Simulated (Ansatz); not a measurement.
Reactions of `B[SiH]([SiH3])O[SiH3]`.

Computed with Ansatz on PBE0-D4/def2-TZVP structures; ΔE is electronic, products minus reactants. CCSD(T)/CBS adds triple-zeta CCSD(T) − MP2 to the extrapolated MP2 energy (def2 sets, frozen cores). This one scheme is used for every species, atoms too. No spin–orbit coupling; open shells (•) take unrestricted orbitals. Spin–orbit coupling would lower the free atoms: a little for B, O, Si. Bonds to Ge are less sure, by a few kJ/mol each and by 10 to 20 or more in all where they break to atoms, as the def2 sets lack core-valence functions. Scalar relativity is left out up to krypton. One conformer a species, not always the lowest.

(1) Order these by ΔE at CCSD(T)/CBS, lowest first. (An estimate is asked.)
A. `B[SiH]([SiH3])O[SiH3]` → B• + 9 H• + O• + 3 Si•
B. `B[SiH]([SiH3])O[SiH3]` + HCl → `B[SiH](Cl)O[SiH3]` + SiH₄
C. `B[SiH]([SiH3])O[SiH3]` + `O[SiH2][GeH3]` → `BO[SiH2][GeH3]` + `[SiH3]O[SiH2][SiH3]`
D. `B[SiH]([SiH3])O[SiH3]` → `B[SiH](O)[SiH3]` + `[SiH2]`

Largest T1 diagnostic: 0.014, for `[SiH2]`.

## Answers

(1) C (-159.2 kJ/mol), B (-111.0 kJ/mol), D (+340.4 kJ/mol), A (+4488.9 kJ/mol).
